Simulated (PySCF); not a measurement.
# What a mistake does to a calculation on B3GeH6 cation

These are calculations, not measurements. They come from PySCF 2.14.0, an open-source quantum chemistry program, on an isolated molecule that a program drew, which may never have been made. The molecule is B3GeH6 cation (charge +1, singlet), drawn as the SMILES string `BB[BH][GeH2+]`.

Each row is a Hartree-Fock (HF) and frozen-core CCSD(T) single point in the cc-pVDZ basis, meant for a local HF minimum. Run 1 is clean. Each other run has one planted mistake out of seven kinds, and not every kind appears here: one electron removed, one electron added, multiplicity raised by two, geometry at a saddle point, minimal basis STO-3G, one bond length entered in bohr, all coordinates scaled. The reference is restricted for singlets and unrestricted otherwise, and also for a bond in bohr. Adding or removing an electron swaps singlet and doublet. Electrons count all cores. HOMO and LUMO are orbital energies over both spins, the gradient is its largest component, and the lowest frequency (negative if imaginary) is given only where the gradient is small. Bond lengths are over the 9 bonds as drawn. T1 is the CCSD diagnostic: over 0.02 (restricted) or 0.045 (unrestricted) a single reference is doubtful. Germanium has the cc-pVDZ-PP basis, with a core potential (ECP10MDF) in place of its 10 inner electrons, and its 3s, 3p and 3d shells are frozen in CCSD(T).

Geometry of the clean run:
```xyz
10
B3GeH6 cation, angstrom
B    -3.8141    2.1002   -0.2715
B    -2.4169    1.8424    0.6340
B    -2.1441    0.6591    1.7835
Ge   -1.2988   -1.1809    1.3578
H    -3.9540    1.5656   -1.3357
H    -4.6701    2.8341    0.1285
H    -1.4876    2.5881    0.4513
H    -2.3855    0.7815    2.9493
H    -2.1092   -2.4116    0.9898
H     0.1971   -1.4394    1.3943
```

| run | electrons | basis functions | <S^2> | HOMO (eV) | LUMO (eV) | gradient (hartree/bohr) | lowest frequency (cm^-1) | mean bond (Å) | longest bond (Å) | T1 | HF (hartree) | CCSD(T) (hartree) | mistake |
|---|---|---|---|---|---|---|---|---|---|---|---|---|---|
| 1 | 52 | 95 | 0.000 | -15.61 | -5.59 | 1.7e-05 | 87 | 1.4735 | 2.069 | 0.0188 | -370.57458 | -370.95577 | no fault |
| 2 | 52 | 95 | 0.000 | -16.28 | -5.52 | 7.7e-02 | - | 1.3291 | 1.866 | 0.0195 | -370.48825 | -370.86581 | all coordinates scaled |
| 3 | 52 | 95 | 0.000 | -14.94 | -6.40 | 2.2e-05 | -431 | 1.5053 | 2.180 | 0.0088 | -370.53010 | -370.90268 | ? |
| 4 | 52 | 95 | 2.042 | -12.75 | -8.23 | 4.9e-02 | - | 1.4735 | 2.069 | 0.0318 | -370.45545 | -370.83414 | ? |

**Which mistake was planted in run 3, and what did it cost?**

The gradient is small, so the point is stationary, but the lowest frequency is imaginary (-431 cm^-1). So the mistake is: geometry at a saddle point. Subtracting run 1 and multiplying by 627.51 kcal/mol a hartree, the energy moved by 27.9 kcal/mol in HF and 33.3 kcal/mol in CCSD(T).

**Which mistake was planted in run 4, and what did it cost?**

Electrons, basis and geometry are unchanged, and <S^2> is 2.042, beside S(S+1) = 2.00 for a multiplicity of 3. So the mistake is: multiplicity raised by two. Subtracting run 1 and multiplying by 627.51 kcal/mol a hartree, the energy moved by 74.8 kcal/mol in HF and 76.3 kcal/mol in CCSD(T).

